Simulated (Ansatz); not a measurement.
Wavefunction ladder for C2H4AlFSi (`[F][Al]1[CH]=[C]1[SiH3]`)

```tsv
atom	x (Å)	y (Å)	z (Å)
F1	0.3107	3.5233	1.2097
Al2	0.4478	2.0665	0.4755
C3	1.1159	0.7886	-0.6524
C4	0.0482	0.3023	0.0846
Si5	-0.7340	-1.3791	0.0666
H6	1.6860	0.2262	-1.3924
H7	-2.1723	-1.2628	-0.2949
H8	-0.6444	-1.9915	1.4194
H9	-0.0579	-2.2735	-0.9161
```

Total charge 0; spin multiplicity 1. All single points use the PBE0-D4/def2-TZVP geometry. Frozen core, restricted reference, Ansatz 0.2.0. CBS rows extrapolate triple and quadruple zeta; past MP2 they add the triple-zeta difference.

```json
{"basis": "def2-SVP", "HF (Eh)": "-708.04187", "MP2 corr.": "-0.59538", "CCSD corr.": "?", "(T)": "-0.02025", "CCSD(T) total": "?"}
{"basis": "def2-TZVPP", "HF (Eh)": "-708.44617", "MP2 corr.": "?", "CCSD corr.": "-0.78479", "(T)": "-0.03290", "CCSD(T) total": "?"}
{"basis": "def2-QZVPP", "HF (Eh)": "?", "MP2 corr.": "-0.81068", "CCSD corr.": "–", "(T)": "–", "CCSD(T) total": "–"}
{"basis": "CBS(def2)", "HF (Eh)": "?", "MP2 corr.": "-0.85432", "CCSD corr.": "-0.88735", "(T)": "as TZ", "CCSD(T) total": "?"}
```

Task: Fill in the withheld values. (Best estimate.)

Result: Ansatz gave: def2-SVP CCSD corr.: -0.63515; def2-SVP CCSD(T) total: -708.69727; def2-TZVPP MP2 corr.: -0.75176; def2-TZVPP CCSD(T) total: -709.26386; def2-QZVPP HF (Eh): -708.47025; CBS(def2) HF (Eh): -708.47357; CBS(def2) CCSD(T) total: -709.39382.
